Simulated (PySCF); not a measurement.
Run record: geometry optimisation, [Ag(NH3)2]+ (`[NH3]->[Ag+]<-[NH3]`).

Computed with PBE0-D3(BJ)/def2-SVP geometry optimisation, gas phase, def2 core potentials past Kr (PySCF 2.14.0). Start geometry: GFN2-xTB. A driver script takes a list of jobs; this job's settings line and coordinates (Å) are shown.

Input:
```
{"job": {"xc": "PBE0", "basis": "def2-SVP", "d3": "d3bj", "grid": 1, "maxiter": 30, "shake": 0.03, "kind": "geom"}, "charge": 1, "multiplicity": 1}
Ag     0.065840    -0.073440     0.012510
N     -0.020750    -0.029030     2.258630
H     -0.479480     0.820080     2.634770
H      1.033500    -0.077340     2.648270
H     -0.540200    -0.820280     2.613260
N     -0.007490     0.030420    -2.272190
H     -0.909180     0.012610    -2.653150
H      0.520690    -0.781740    -2.674200
H      0.469810     0.849280    -2.593570
```

Problem. Estimate the output.

Solution. 
```
step   0  E = -259.68640332  max force = 0.064220
step   1  E = -259.70029653  max force = 0.009530
step   2  E = -259.70097317  max force = 0.002417
step   3  E = -259.70110824  max force = 0.001208
step   4  E = -259.70115185  max force = 0.000800
step   5  E = -259.70115973  max force = 0.000458
step   6  E = -259.70116459  max force = 0.000248
optimisation converged
```

Energies in Eh; «max force» is the largest Cartesian gradient component in Eh/bohr.

Problem. How much energy does the optimisation release, in kcal/mol?

Solution. E(step 0) − E(last step) = 0.014761 Eh, which is 9.3 kcal/mol.

Problem. Give the first gradient maximum in eV/Å.

Solution. With 1 Eh/bohr = 51.422 eV/Å, 3.302 eV/Å.

In short: final energy -259.70116 Eh after 6 steps.

Problem. Give the final coordinates.

Solution. 0.114 Å rms from the input after alignment:
```
atom  x, y, z in Å
Ag1    0.0180   -0.0127   -0.0028
N2    -0.0019   -0.0324    2.1395
H3    -0.4422    0.8034    2.5304
H4     0.9371   -0.0767    2.5410
H5    -0.5149   -0.8313    2.5187
N6     0.0333    0.0156   -2.1451
H7    -0.9100   -0.0010   -2.5391
H8     0.5261   -0.7850   -2.5465
H9     0.4873    0.8507   -2.5216
```

Problem. How long does this job take on an Intel Xeon 6975P-C with one thread, no GPU, shared host? And the peak memory of the process?

Solution. About 16 s, with 0.36 GiB resident at the peak, the Python interpreter and its libraries included.
Labels such as C1 count atoms from 1, the log's own numbers from 0.
